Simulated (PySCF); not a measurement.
A species of formula C5H8Si has this rotational fingerprint, computed with PySCF 2.14.0, PBE0-D3(BJ)/def2-SVP geometry optimisation, gas phase:

* Rotational constants: A = 7150, B = 1722, C = 1587 MHz
* Dipole components: |μa| = 0.02 D, |μb| = 0.00 D, |μc| = 0.52 D
* Inertial defect: -45.76 u·Å²
* κ: -0.95

Question: Which structure is it? (One computed conformer of each.)
A. `[CH:1]#[C:2][C@H:3]1[CH2:4][CH2:5][SiH2:6]1` with C2–C3–C4–C5 150°, C3–C4–C5–Si6 -24°, C4–C5–Si6–C3 20°, C2–C3–Si6–C5 -142°
B. `[CH:1]#[C:2][CH2:3][C@@H:4]1[CH2:5][SiH2:6]1` with C2–C3–C4–C5 164°
C. `[CH:1]#[C:2][SiH:3]1[CH2:4][CH2:5][CH2:6]1` with C2–Si3–C4–C5 -136°, Si3–C4–C5–C6 23°, C4–C5–C6–Si3 -23°, C2–Si3–C6–C5 136°

Answer: C. It is C#C[SiH]1CCC1, a near-prolate asymmetric top, point group Cs. The candidates at the same level (rigid rotor, commonest isotopes):

| SMILES | A (MHz) | B (MHz) | C (MHz) | μa (D) | μb (D) | μc (D) | Δ (u·Å²) | point group | rotor |
| --- | --- | --- | --- | --- | --- | --- | --- | --- | --- |
| C#C[SiH]1CCC1 | 7150 | 1722 | 1587 | 0.02 | 0.00 | 0.52 | -45.76 | Cs | near-prolate asymmetric top |
| C#C[C@H]1CC[SiH2]1 | 5993 | 1953 | 1596 | 1.10 | 0.33 | 0.17 | -26.46 | C1 | asymmetric top |
| C#CC[C@@H]1C[SiH2]1 | 6403 | 1598 | 1374 | 0.62 | 0.28 | 0.01 | -27.29 | C1 | near-prolate asymmetric top |

`C#CC[C@@H]1C[SiH2]1` has C 13 % too low; `C#C[C@H]1CC[SiH2]1` has A 16 % too low. In the right answer the mirror of this Cs structure is the ac plane, so μb vanishes by symmetry. No structure here is proved a minimum.
